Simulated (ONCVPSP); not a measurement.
**Which change was made? (Cl, ONCV)**

chlorine, optimised norm-conserving Vanderbilt (ONCV), made with ONCVPSP 4.0.1 (PBE, fully relativistic). Core [Ne], reference 3s2 3p5. Waves: 3s: rc 1.10 bohr, ncon 4, nbas 8, qcut 6.3 1/bohr, 2 projectors, debl 0.7 Ha; 3p: rc 1.30 bohr, ncon 4, nbas 9, qcut 5.6 1/bohr, 1 projector; d scattering state at 0.22 Ha: rc 1.00 bohr, ncon 4, nbas 7, qcut 8.4 1/bohr, local. Local part: the d channel. Core correction: Teter function, fcfact 3, rcfact 1.5.

Open shells are filled in proportion to 2j + 1.

In the s channel the program set the typed energies aside and used -0.760, 0.250 Ha.

Cutoffs, loose and tight: the cutoffs (Ha) at which the residual kinetic energy of the hardest occupied pseudo-wave falls to 1 and 0.1 mHa per electron. They do not see the model core or the augmentation charge, which bear on the density cutoff. Test errors are all-electron minus pseudo excitation energies from the reference, over the configurations 3s2 3p4; 3s2 3p3; 3s2 3p2; 3s2 3p1; variants that change the core or the reference have their own tests.

The base gives: outcome: generated, projector energies reset by the program; cutoff, loose: 16 Ha; cutoff, tight: 128 Ha; bound ghosts: s; GHOST(+) flags above zero: s; largest test error (meV): +139.

**Question.** After one change the result is: outcome: generated, projector energies reset by the program; cutoff, loose: 216 Ha; cutoff, tight: 275 Ha; bound ghosts: s; GHOST(+) flags above zero: s; largest test error (meV): +126. Which change was it?
A. p: rc 1.64
B. p: rc 1.86
C. p: rc 1

**Answer.** C. The others give: p: rc 1.64 → outcome: generated, projector energies reset by the program; cutoff, loose: 16 Ha; cutoff, tight: 128 Ha; bound ghosts: s; GHOST(+) flags above zero: s; largest test error (meV): +103 | p: rc 1.86 → outcome: generated, projector energies reset by the program; cutoff, loose: 16 Ha; cutoff, tight: 128 Ha; bound ghosts: s; GHOST(+) flags above zero: s; largest test error (meV): +64.
